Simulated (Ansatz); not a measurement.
Ligand-field states of CuCl₂ at its r2SCAN-D4/def2-TZVP geometry (relaxed as a doublet).

```xyz
3

Cu    0.0000    0.0000    0.0000
Cl    0.5626    0.4407    1.9304
Cl   -0.5626   -0.4407   -1.9304
```

CASSCF(9,5) on the Cu 3d shell in def2-TZVP, averaged with equal weights over 5 doublets, then SC-NEVPT2; Ansatz, no spin–orbit coupling. The space holds no ligand orbitals and no second d shell, so covalent complexes are described poorly.

Estimate the states' energies above the lowest.


| state | CASSCF (cm⁻¹) | NEVPT2 (cm⁻¹) |
| --- | --- | --- |
| doublet 1 | 0 | 0 |
| doublet 2 | 1611 | 1895 |
| doublet 3 | 1611 | 1895 |
| doublet 4 | 4861 | 7021 |
| doublet 5 | 4861 | 7021 |
The lowest NEVPT2 state is a doublet. Hardware: 4 threads of Arm Neoverse V1 on a shared host. Wall time 6 s.
